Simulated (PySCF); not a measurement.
PySCF job for B(H)2(vinyl) (C2H5B), SMILES BC=C, PBE0/pcSseg-2. Coordinates come from a B3LYP-D3(BJ)/def2-TZVP optimisation.

```python
import numpy as np
from pyscf import gto, scf, dft
from pyscf.prop.nmr import rks as nmr

mol = gto.M(
    atom='''
    B    -0.20597693   -1.34706000    0.00000000
    H    -1.39907260   -1.39327102    0.00000000
    H     0.41692749   -2.36377951   -0.00000001
    C     0.48412266    0.02401094    0.00000000
    C    -0.22927256    1.15973602   -0.00000000
    H     1.56813644    0.11144718   -0.00000000
    H     0.22860694    2.14404593    0.00000000
    H    -1.31381424    1.13437561   -0.00000000
    ''',
    basis='pcSseg-2',
    charge=0,
    spin=0,
    max_memory=1600,
    verbose=3,
)
mf = dft.RKS(mol, xc='pbe0').density_fit(auxbasis='def2-universal-jkfit')
mf.grids.level = 3
mf.conv_tol = 1e-10
mf.max_cycle = 100
mf.kernel()
n = nmr.NMR(mf)
n.verbose = 2
n.max_cycle_cphf = 60
sigma = n.kernel()
print('atom   isotropic/ppm   span/ppm')
for i, s in enumerate(sigma):
    w = np.linalg.eigvalsh((s + s.T) / 2)
    print(f'{mol.atom_symbol(i):2s}{i + 1:3d} {w.mean():14.3f} {w[2] - w[0]:11.3f}')
```

Output:

```
converged SCF energy = -103.916133414093
atom   isotropic/ppm   span/ppm
B   1         23.078     152.805
H   2         24.638       9.430
H   3         24.517       8.069
C   4         29.971     286.903
C   5         15.851     258.313
H   6         23.877       8.153
H   7         24.215       6.714
H   8         24.559       6.478
```

Self-consistency was reached.
